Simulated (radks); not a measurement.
Ionisation of the silicon ion Si3+, [Ne] 3s1, to [Ne] as the strength of local exchange is varied. All-electron calculation, scalar-relativistic Kohn-Sham, Slater X-alpha exchange (alpha = 2/3 is LDA exchange), no correlation, spin-unpolarised, spherical densities, point nucleus. Program: a radial shooting solver on a logarithmic mesh with Libxc functionals.

alpha,E(Si3+) (hartree),exchange (hartree),IE (eV),-e of the level emptied (eV),<r> of it (bohr)
0.564,-283.03614,-14.94490,42.767,37.202 (3s),1.883
0.622,-284.57649,-16.55052,43.407,37.890 (3s),1.867
0.667,-285.77600,-17.80508,43.907,38.428 (3s),1.854
0.768,-288.48230,-20.64895,45.039,39.649 (3s),1.827
0.864,-291.07263,-23.38804,46.126,40.827 (3s),1.802
1.041,-295.89458,-28.53016,48.160,43.041 (3s),1.759

NIST Atomic Spectra Database: 45.142 eV (measured). The Delta-SCF value meets it near alpha = 0.78. Spin polarisation and multiplet splitting are left out, so open shells lie too high by an amount that depends on their filling.

Beside tabulated values, note that spin-unpolarised runs miss the spin-polarisation part of the exchange energy of open shells.
